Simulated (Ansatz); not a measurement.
CH$_{5}$BO$_{2}$, SMILES `OBCO`, relaxed with RKS PBE0-D4/def2-TZVP in the Gaussian-basis code of Ansatz from a PBE-D4/def2-SVP geometry. The force threshold is 0.005 eV/Å; the program also tests the step.

Charge 0, multiplicity 1.

Start:

```xyz
9

O     1.460   -0.287   -0.710
B     0.292   -0.719   -0.145
C    -0.907    0.312   -0.113
O    -0.612    1.022    1.120
H     2.196   -0.906   -0.557
H     0.246   -1.802    0.421
H    -0.974    1.003   -0.986
H    -1.903   -0.153    0.024
H     0.202    1.531    0.946
```

**Question.** How much energy does the relaxation release, and in how many steps? (Best estimate.)

**Answer.** Ansatz gave: 5.69 kcal/mol, in 23 steps, 2 of them rejected.

**Question.** Which bonds change most? (Best estimate.)

**Answer.** The calculation gave: C3–O4 from 1.454 to 1.413 Å; B2–C3 from 1.582 to 1.561 Å; B2–H6 from 1.222 to 1.202 Å; O4–H9 from 0.976 to 0.961 Å.

**Question.** Give the relaxed structure. (An estimate is asked.)

**Answer.** Ansatz gave: 
```xyz
9

O     1.518   -0.277    0.063
B     0.270   -0.686   -0.274
C    -0.900    0.302    0.025
O    -0.534    1.530    0.619
H     2.213   -0.908   -0.135
H     0.090   -1.763   -0.778
H    -1.442    0.491   -0.917
H    -1.636   -0.215    0.663
H     0.421    1.526    0.734
```
